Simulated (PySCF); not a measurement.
CH5Cl2NOSi, singlet, geometry from GFN2-xTB, with bond 8-1 at 1.8 times its length; CASSCF(4,5)/STO-3G (PySCF).

Input for PySCF:
```python
from pyscf import gto, scf, mcscf
import numpy

mol = gto.Mole()
mol.atom = '''
    C    -2.20137488    1.45475492   -0.37716827
    N    -0.77225338    1.37132745   -0.15072696
    Si    0.15609263   -0.05672438   -0.21963378
    O     0.25759695   -0.63623358   -1.73368662
    Cl    2.00008396    0.40702760    0.45298162
    Cl   -0.72346546   -1.44580945    0.94909028
    H    -2.43900525    1.60492330   -1.43384038
    H    -3.03988935   -0.21030126    0.21643625
    H    -2.61533203    2.28176982    0.20015956
    H    -0.30995698    2.25062308   -0.32313020
    H     0.69694665   -1.45155989   -1.96855882
'''
mol.basis = 'sto-3g'
mol.verbose = 4
mol.build()

mf = scf.RHF(mol)
mf.kernel()
mc = mcscf.CASSCF(mf, 5, 4)
mc.fix_spin_(ss=0.0)
mc.kernel()
occ = numpy.linalg.eigvalsh(mc.fcisolver.make_rdm1(mc.ci, mc.ncas, mc.nelecas))[::-1]
ss = mc.fcisolver.spin_square(mc.ci, mc.ncas, mc.nelecas)[0]
print('natural occupations', occ.round(4), ' <S^2>', round(ss, 4))
```

Question: Write the output that PySCF gives for this input, abridged.

Answer: 
```
PySCF version 2.14.0

[INPUT] verbose = 4
[INPUT] num. atoms = 11
[INPUT] num. electrons = 74
[INPUT] charge = 0
[INPUT] spin (= nelec alpha-beta = 2S) = 0
[INPUT] symmetry False subgroup None
[INPUT] Mole.unit = angstrom
[INPUT] Symbol           X                Y                Z      unit          X                Y                Z       unit  Magmom
[...]
nuclear repulsion = 471.20700015068
number of shells = 29
number of NR pGTOs = 141
number of NR cGTOs = 47
basis = sto-3g
ecp = {}

******** <class 'pyscf.scf.hf.RHF'> ********
method = RHF
initial guess = minao
damping factor = 0
level_shift factor = 0
DIIS = <class 'pyscf.scf.diis.CDIIS'>
diis_start_cycle = 1
diis_space = 8
diis_damp = 0
SCF conv_tol = 1e-09
SCF conv_tol_grad = None
SCF max_cycles = 50
direct_scf = True
direct_scf_tol = 1e-13
Set gradient conv threshold to 3.16228e-05
Initial guess from minao.
init E= -1362.67223026267
[...]
cycle= 1 E= -1362.47606130982  delta_E= 0.196  |g|= 0.534  |ddm|= 4.08
[...]
cycle= 2 E= -1362.58587387027  delta_E= -0.11  |g|= 0.155  |ddm|= 1.06
[...]
cycle= 3 E= -1362.59445615019  delta_E= -0.00858  |g|= 0.0353  |ddm|= 0.264
[...]
cycle= 4 E= -1362.59508519296  delta_E= -0.000629  |g|= 0.0115  |ddm|= 0.0769
[...]
cycle= 5 E= -1362.59515380103  delta_E= -6.86e-05  |g|= 0.00222  |ddm|= 0.0256
[...]
cycle= 6 E= -1362.59515664851  delta_E= -2.85e-06  |g|= 0.00049  |ddm|= 0.00523
[...]
cycle= 7 E= -1362.5951568569  delta_E= -2.08e-07  |g|= 0.000114  |ddm|= 0.00162
[...]
cycle= 8 E= -1362.59515686871  delta_E= -1.18e-08  |g|= 2.42e-05  |ddm|= 0.000398
[...]
cycle= 9 E= -1362.59515686925  delta_E= -5.48e-10  |g|= 7.98e-06  |ddm|= 8.1e-05
[...]
Extra cycle  E= -1362.5951568693  delta_E= -4.3e-11  |g|= 3.35e-06  |ddm|= 2e-05
converged SCF energy = -1362.5951568693

******** <class 'pyscf.mcscf.mc1step.CASSCF'> ********
CAS (2e+2e, 5o), ncore = 35, nvir = 7
max_cycle_macro = 50
max_cycle_micro = 4
conv_tol = 1e-07
conv_tol_grad = None
orbital rotation max_stepsize = 0.02
orbital rotation threshold for CI restart = 0.01
augmented hessian ah_max_cycle = 30
augmented hessian ah_conv_tol = 1e-12
augmented hessian ah_linear dependence = 1e-14
augmented hessian ah_level shift = 1e-08
augmented hessian ah_start_tol = 2.5
augmented hessian ah_start_cycle = 3
augmented hessian ah_grad_trust_region = 3
kf_trust_region = 3
kf_interval = 4
ci_response_space = 4
ci_grad_trust_region = 3
with_dep4 0
natorb = False
canonicalization = True
sorting_mo_energy = False
ao2mo_level = 2
[...]
CASCI E = -1362.66833705045  S^2 = 0.0000000
[...]
macro iter  36 ( 21 JK    4 micro), CASSCF E = -1362.69389656516  dE = -1.88171738e-04  S^2 = 0.0000000
               |grad[o]|=0.00231  |grad[c]|=0.0045  |ddm|=0.00203  |maxRot[o]|=0.0274
macro iter  37 ( 21 JK    4 micro), CASSCF E = -1362.69397019345  dE = -7.36282968e-05  S^2 = 0.0000000
               |grad[o]|=0.0019  |grad[c]|=0.00624  |ddm|=0.00246  |maxRot[o]|=0.0206
macro iter  38 ( 21 JK    4 micro), CASSCF E = -1362.69396599962  dE =  4.19383332e-06  S^2 = 0.0000000
               |grad[o]|=0.00164  |grad[c]|=0.00905  |ddm|=0.00353  |maxRot[o]|=0.0129
macro iter  39 ( 21 JK    4 micro), CASSCF E = -1362.69411425591  dE = -1.48256292e-04  S^2 = 0.0000000
               |grad[o]|=0.00172  |grad[c]|=0.00119  |ddm|=0.000398  |maxRot[o]|=0.0291
macro iter  40 ( 21 JK    4 micro), CASSCF E = -1362.69410865011  dE =  5.60580497e-06  S^2 = 0.0000000
               |grad[o]|=0.00102  |grad[c]|=0.00432  |ddm|=0.00147  |maxRot[o]|=0.0159
macro iter  41 ( 19 JK    4 micro), CASSCF E = -1362.69417907400  dE = -7.04238946e-05  S^2 = 0.0000000
               |grad[o]|=0.00106  |grad[c]|=0.00116  |ddm|=0.000488  |maxRot[o]|=0.0235
macro iter  42 ( 17 JK    4 micro), CASSCF E = -1362.69417875487  dE =  3.19131232e-07  S^2 = 0.0000000
               |grad[o]|=0.000541  |grad[c]|=0.00193  |ddm|=0.000642  |maxRot[o]|=0.021
macro iter  43 ( 21 JK    4 micro), CASSCF E = -1362.69419968090  dE = -2.09260288e-05  S^2 = 0.0000000
               |grad[o]|=0.000557  |grad[c]|=0.000644  |ddm|=0.000192  |maxRot[o]|=0.0179
macro iter  44 ( 11 JK    2 micro), CASSCF E = -1362.69420135758  dE = -1.67668645e-06  S^2 = 0.0000000
               |grad[o]|=0.000175  |grad[c]|=0.000456  |ddm|=0.00017  |maxRot[o]|=0.00948
macro iter  45 (  6 JK    1 micro), CASSCF E = -1362.69420155421  dE = -1.96622295e-07  S^2 = 0.0000000
               |grad[o]|=5.74e-05  |grad[c]|=0.00032  |ddm|=5.38e-05  |maxRot[o]|=0.00246
macro iter  46 (  6 JK    1 micro), CASSCF E = -1362.69420165164  dE = -9.74334853e-08  S^2 = 0.0000000
               |grad[o]|=4.22e-05  |grad[c]|=0.000256  |ddm|=4.31e-05  |maxRot[o]|=0.00173
1-step CASSCF converged in  46 macro (858 JK 171 micro) steps
CASSCF canonicalization
Density matrix diagonal elements [1.93559204 1.77302264 0.274837   0.01389067 0.00265764]
CASSCF energy = -1362.69420165164
CASCI E = -1362.69420165164  E(CI) = -4.05210357565329  S^2 = 0.0000000
natural occupations [1.9853e+00 1.7237e+00 2.7610e-01 1.3200e-02 1.6000e-03]  <S^2> 0.0
```
